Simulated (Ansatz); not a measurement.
These are frozen-core CCSD(T)/cc-pVDZ // B3LYP-D3(BJ)/def2-SVP run with Ansatz (a program for electronic structure) values and carry that method's errors. The restricted HF reference is unstable towards unrestricted orbitals.

Ansatz 0.2 input:
```yaml
crystal:
  periodic: [false, false, false]
  atoms:
    - { symbol: C, position_ang: [2.929918, -1.078282, 0.30375] }
    - { symbol: C, position_ang: [1.551504, -0.489717, 0.135954] }
    - { symbol: C, position_ang: [0.411407, -1.288141, 0.393522] }
    - { symbol: C, position_ang: [-0.896507, -0.811988, 0.259613] }
    - { symbol: Si, position_ang: [-2.370072, -1.92404, 0.617517] }
    - { symbol: C, position_ang: [-1.042064, 0.528547, -0.153008] }
    - { symbol: S, position_ang: [-2.54643, 1.396065, -0.406195] }
    - { symbol: C, position_ang: [-1.67834, 2.840601, -0.859679] }
    - { symbol: C, position_ang: [-0.324986, 2.684917, -0.826092] }
    - { symbol: C, position_ang: [0.074585, 1.361114, -0.420607] }
    - { symbol: C, position_ang: [1.37054, 0.829356, -0.269175] }
    - { symbol: H, position_ang: [3.091096, -1.429382, 1.336766] }
    - { symbol: H, position_ang: [3.075474, -1.948683, -0.357725] }
    - { symbol: H, position_ang: [3.714215, -0.343164, 0.071249] }
    - { symbol: H, position_ang: [0.568618, -2.32348, 0.711106] }
    - { symbol: H, position_ang: [-1.866214, -3.266357, 1.024208] }
    - { symbol: H, position_ang: [-3.2085, -1.352827, 1.712261] }
    - { symbol: H, position_ang: [-3.233979, -2.060496, -0.591913] }
    - { symbol: H, position_ang: [-2.238399, 3.73499, -1.129503] }
    - { symbol: H, position_ang: [0.380149, 3.47829, -1.077821] }
    - { symbol: H, position_ang: [2.237987, 1.462677, -0.474231] }
basis:
  gaussian: { orbitals: cc-pVDZ }
correlation:
  method: ccsd_t
```

Output:

```
Functional definition: HF
1994 factors; integrals over basis functions are off by at most 1.1e-3 eV
mean field evaluation 1: about -28106.6967 eV, gradient 3.9e1 eV
mean field evaluation 2: about -28107.1844 eV, gradient 3.9e1 eV
mean field evaluation 4: about -28112.4833 eV, gradient 6.9e0 eV
mean field evaluation 8: about -28112.6489 eV, gradient 4.3e-1 eV
mean field evaluation 16: about -28106.6950 eV, gradient 3.9e1 eV
mean field -28112.65060954 eV, -1033.1208544617 hartree, gradient 1.4e-6 eV, S^2 0.000000; 0 other end points of the search recorded, 0 dependent functions left out; unrestricted orbitals would lower it
19 core orbitals not correlated
reference -28112.65060954 eV, -1033.1208544617 hartree; 28, 28 occupied and 165, 165 virtual orbitals, 1994 factors
second order -38.76083687 eV of doubles, -0.00000000 eV of singles
cycle   1  -39.18921090 eV  change   -4.3e-1 eV  update   1.7e-1
cycle   2  -40.42403484 eV  change    -1.2e0 eV  update   5.3e-2
cycle   3  -40.70146087 eV  change   -2.8e-1 eV  update   2.4e-2
cycle   4  -40.69879475 eV  change    2.7e-3 eV  update   6.7e-3
cycle   5  -40.70065662 eV  change   -1.9e-3 eV  update   3.6e-3
cycle   6  -40.70164201 eV  change   -9.9e-4 eV  update   1.1e-3
cycle   7  -40.70091801 eV  change    7.2e-4 eV  update   5.7e-4
cycle   8  -40.70087140 eV  change    4.7e-5 eV  update   2.5e-4
cycle   9  -40.70090762 eV  change   -3.6e-5 eV  update   1.1e-4
cycle  10  -40.70085169 eV  change    5.6e-5 eV  update   3.9e-5
perturbative correction -1.84933389 eV, -0.0679617669 hartree
Total energy: -28155.20079512 eV, -1034.6845449401 hartree
```

Cost: very roughly 18 core-minutes.
